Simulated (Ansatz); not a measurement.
Reaction (ligand exchange at a Ga–F bond): `[F][GaH][SiH3]` + NH₃ → `[NH2][GaH][SiH3]` + H–F

Program: Ansatz. Geometries: PBE0-D4/def2-TZVP. ΔE: electronic, gas phase. CBS: MP2 limit from def2 TZ/QZ plus the TZ coupled-cluster correction, frozen cores. This one scheme is used for every species. Functionals use def2-TZVPP. B3LYP here is the variant with VWN-RPA as its local correlation; programs differ in this. HSE06 is defined as in plane-wave codes. For Ga outer-core shells are correlated without core-valence functions, which leaves a few kJ/mol of doubt a bond. Scalar relativity is left out up to krypton. One conformer a species, not always the lowest.

CCSD(T)/CBS gives +37.9 kJ/mol.

Q: Another level gave +57.7 kJ/mol. Which?
A. HF/def2-TZVPP
B. B3LYP/def2-TZVPP
C. HSE06-D4/def2-TZVPP
D. r2SCANh/def2-TZVPP

A: B. B3LYP 57.7, HSE06-D4 45.2, r2SCANh 51.0, HF/def2-TZVPP 64.3 kJ/mol.

Q: What do rigid-rotor, harmonic-oscillator terms from PBE0-D4/def2-TZVP frequencies (298.15 K, 1 bar) make of the CCSD(T)/CBS value? (Best estimate.)

A: Ansatz gave: ΔZPE = -3.3 kJ/mol, ΔH = +35.1 kJ/mol, ΔS = -16 J/(mol·K), ΔG = +39.9 kJ/mol. Modes under 50 cm⁻¹ make the entropy rough.

Largest T1 diagnostic among the species: 0.015.

The D4 term adds −5.7 kJ/mol with B3LYP and −3.1 kJ/mol with PBE0; it sums over pairs of atoms, weighted by their polarisabilities, and B3LYP, whose exchange is more repulsive, gets the larger term. At CCSD(T), def2-SVP lies +14.2 kJ/mol from the extrapolated value and def2-TZVPP +4.6 kJ/mol. From BLYP to BHLYP (50 % exact exchange), in def2-TZVPP and without D4, ΔE moves by −3.4 kJ/mol.
